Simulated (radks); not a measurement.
Problem. Charge is removed step by step from the 1s level of Al3+, starting from [Ne]. Calculated with a radial shooting solver on a logarithmic mesh with Libxc functionals: non-relativistic Kohn-Sham, SCAN, spin-unpolarised, spherical densities, point nucleus; meta-GGA in the generalised Kohn-Sham scheme. At the starting occupation the eigenvalue is -1553.3 eV. Estimate the energy to remove one whole electron from this level, the eigenvalue at the end, and how far E(n) bends from a straight line.

Solution. Delta-SCF 1625.0 eV; final eigenvalue -1696.2 eV; the deviation from the straight line is -17.913 eV at 0.5 electron removed, the largest on the grid computed. Slater's transition state (half an electron removed) gives 1625.1 eV. Integrating minus the eigenvalue over the occupation (Janak's theorem) gives 1625.0 eV. The mean slope of the eigenvalue, de/dn, is 143 eV per electron.
